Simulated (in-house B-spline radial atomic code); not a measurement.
A fraction x of an electron is moved 4p → 4d in Ru4+, starting from [Kr] 4d4 and keeping the highest spin. Level of theory: non-relativistic Hartree-Fock with fractional occupations, spin-polarised, spherical fractional occupations, point nucleus; calculated with a radial B-spline atomic code at the basis-set limit.

Caution: exact exchange at fractional occupations of open shells leaves self-interaction of up to several eV.

```
    x  E(x) - E(0) (eV)  4p down level (eV)  4d up level (eV)
    0            0.0000            -102.566           -58.341
0.125            5.4229            -101.567           -59.026
 0.25                 ?                   ?                 ?
0.375           15.6363             -99.553           -60.389
  0.5                 ?                   ?                 ?
0.625           25.0039             -97.520           -61.745
 0.75           29.3697             -96.496           -62.419
0.875           33.5231             -95.468           -63.091
    1           37.4638             -94.436           -63.761
```

What belongs in the row x = 0.25?

An energy change of 10.6351 eV; 4p down at -100.563 eV, 4d up at -59.709 eV.

What belongs in the row x = 0.5?

An energy change of 20.4260 eV; 4p down at -98.539 eV, 4d up at -61.068 eV.

Check Janak's theorem between x = 0.625 and 0.75.

The slope of the energy is 34.93 eV; the orbital levels give 34.93 eV (ε of the receiving orbital less ε of the emptying one, averaged over the two points).
